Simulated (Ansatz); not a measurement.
BH6NO2Si, SMILES OB(O)N[SiH3].

Coordinates come from a TPSSh-D3(BJ)/def2-SVP optimisation. The structure was generated by enumeration, and PubChem lists no compound with its InChIKey, so it may never have been made. The values are those of a single conformer.

Two levels are set side by side: PBE/def2-SVPD (Ansatz, an electronic-structure program) and PBE0/def2-SVPD (Ansatz). Energy differences of separate SCF runs at the same geometry; the states with an electron removed or added have multiplicity 2 and 2. Differences are taken from unrounded values.

```csv
quantity,PBE0
vertical ionisation energy (eV),9.79
vertical singlet–triplet gap (eV),6.02
```

Problem. What does PBE give, and how far is it from PBE0? (Estimate from the structure and the level; the computed values follow.)

Solution. 
```json
[
 {"quantity": "vertical ionisation energy (eV)", "PBE": "9.49", "PBE minus PBE0": "-0.31"},
 {"quantity": "vertical singlet–triplet gap (eV)", "PBE": "5.58", "PBE minus PBE0": "-0.43"}
]
```
